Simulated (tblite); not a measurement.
C7H13NSi.
Atom-mapped SMILES: `[CH2:1]=[C:2]([CH3:3])/[CH:4]=[N:5]/[SiH2:6][C:7](=[CH2:8])[CH3:9]` (hydrogens: H10, H11 on C1; H12, H13, H14 on C3; H15 on C4; H16, H17 on Si6; H18, H19 on C8; H20, H21, H22 on C9)

The geometry is computed with GFN2-xTB (gas phase).

**Question.** Give the optimised bond lengths and angles.

**Answer.** 
| bond | length (Å) | order |
| --- | --- | --- |
| C1=C2 | 1.333 | double |
| C2–C3 | 1.495 | single |
| C2–C4 | 1.459 | single |
| C4=N5 | 1.258 | double |
| N5–Si6 | 1.712 | single |
| Si6–C7 | 1.888 | single |
| C7=C8 | 1.325 | double |
| C7–C9 | 1.497 | single |
| C1–H10 | 1.077 | single |
| C1–H11 | 1.077 | single |
| C3–H12, C3–H13, C3–H14 | 1.087 | single |
| C4–H15 | 1.099 | single |
| Si6–H16, Si6–H17 | 1.470 | single |
| C8–H18 | 1.077 | single |
| C8–H19 | 1.081 | single |
| C9–H20, C9–H21, C9–H22 | 1.089 | single |

Bonds in one row agree within 0.01 Å and their mean is given. Orders are formal, as drawn. A selection of angles:
| angle | degrees |
| --- | --- |
| C1–C2–C3 | 123.4 |
| C1–C2–C4 | 120.0 |
| C3–C2–C4 | 116.6 |
| C2–C4–N5 | 121.8 |
| C4–N5–Si6 | 134.8 |
| N5–Si6–C7 | 106.1 |
| Si6–C7–C8 | 123.3 |
| Si6–C7–C9 | 115.4 |
| C8–C7–C9 | 121.3 |

Dihedral angles: C1–C2–C4–N5 179° (antiperiplanar); C2–C4–N5–Si6 180° (antiperiplanar); C4–N5–Si6–C7 -122° (anticlinal); N5–Si6–C7–C8 7° (synperiplanar). The mirror-image conformer, all signs reversed, is as good.

Si6 (SiH2 silicon) is distorted tetrahedral (angles from 103.2° to 118.0°). Of the pairs four or more bonds apart, N5···H18 is among the closest relative to their van der Waals radii: 2.68 Å, 97 % of the sum of Bondi's values. The 5 C–C bonds span 1.325 Å (C7=C8, drawn double) to 1.497 Å (C7–C9, drawn single), a spread of 0.172 Å.

Point group: C1 (no symmetry element, even within 0.4 Å). Its GFN2-xTB frequencies are all real (lowest 21 cm⁻¹). One conformer, not necessarily the lowest.

The run took 4.9 s of wall time on one thread, Intel Xeon at 2.50 GHz (x86_64), on a shared host. That covers the optimisation of the geometry.
